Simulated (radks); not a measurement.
Values are calculated unless marked as measured or tabulated.
Problem. Neutral bismuth, 83 electrons, occupied as [Hg] 6p2 5f1 (not the ground configuration). Code: a radial shooting solver on a logarithmic mesh with Libxc functionals. Model: Dirac Kohn-Sham, LDA (Slater exchange, Perdew-Wang correlation), spin-unpolarised, spherical densities, finite nucleus; open shells fill j = l - 1/2 first; Fermi nuclear charge, rms radius 5.5211 fm. Some entries of the table are withheld. Estimate them.

orbital  occ.  eigenvalue (eV)  <r> (bohr)  <r^2> (bohr^2)
1s1/2       2        -90386.43     0.01581       0.0003469
2s1/2       2        -16232.87     0.06583        0.005196
2p1/2       2        -15609.21     0.05390             (1)
2p3/2       4        -13292.26     0.06294             (2)
3s1/2       2        -3921.667      0.1712         0.03366
3p1/2       2              (3)      0.1616         0.03052
3p3/2       4              (4)      0.1781         0.03684
3d3/2       4        -2647.790      0.1545         0.02803
3d5/2       6        -2537.724      0.1595         0.02974
4s1/2       2        -903.3140      0.3772          0.1608
4p1/2       2        -779.3302      0.3779          0.1627
4p3/2       4        -651.2573      0.4128          0.1937
4d3/2       4        -448.3780      0.4163          0.2002
4d5/2       6        -424.4656      0.4274          0.2108
5s1/2       2        -162.7537      0.8311          0.7742
4f5/2       6        -160.8641      0.4381          0.2292
4f7/2       8        -155.3689      0.4443          0.2356
5p1/2       2        -119.5382      0.8843          0.8817
5p3/2       4         -94.6453      0.9749           1.072
5d3/2       4         -34.3161       1.211           1.697
5d5/2       6         -31.2967       1.255           1.825
6s1/2       2         -19.9033       2.135           5.139
6p1/2       2         -11.1120       2.588           7.625
6p3/2       0          -8.8339       2.918           9.691
5f5/2       1          -0.4374       17.32             (5)
5f7/2       0          -0.4374       17.32             (6)

Solution. 
(1) 2p1/2 <r^2> (bohr^2): 0.003646
(2) 2p3/2 <r^2> (bohr^2): 0.004825
(3) 3p1/2 eigenvalue (eV): -3637.276
(4) 3p3/2 eigenvalue (eV): -3118.632
(5) 5f5/2 <r^2> (bohr^2): 327.5
(6) 5f7/2 <r^2> (bohr^2): 327.5
